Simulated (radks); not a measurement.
The numbers below are computed, except where a source is named.
Polarisability of the iron ion Fe+, [Ar] 3d6 4s1, at imaginary frequency. Code: a radial shooting solver on a logarithmic mesh with Libxc functionals. Model: non-relativistic Kohn-Sham, PBE, spin-polarised, spherical densities, point nucleus; open shells are filled with parallel spins first. Response by self-consistent Sternheimer equations with the Hartree and adiabatic LDA kernel.

w (hartree),alpha1(iw) (bohr^3)
0.00266,25.24
0.0143,25.14
0.0360,24.60
0.0697,23.02
0.118,19.90
0.186,15.55
0.280,11.09
0.413,7.494
0.605,4.950
0.892,3.231
1.35,2.050
2.12,1.206
3.59,0.6057
6.94,0.2260
17.5,0.04834

Static values: alpha1 = 25.24 bohr^3 (3.740 angstrom^3; uncoupled 35.74). C6 = 125.6, triple-dipole C9 = 2185 atomic units. One-pole (London) frequency 4 C6 / (3 alpha1^2) = 0.263 hartree, against 0.473 for minus the highest occupied eigenvalue.
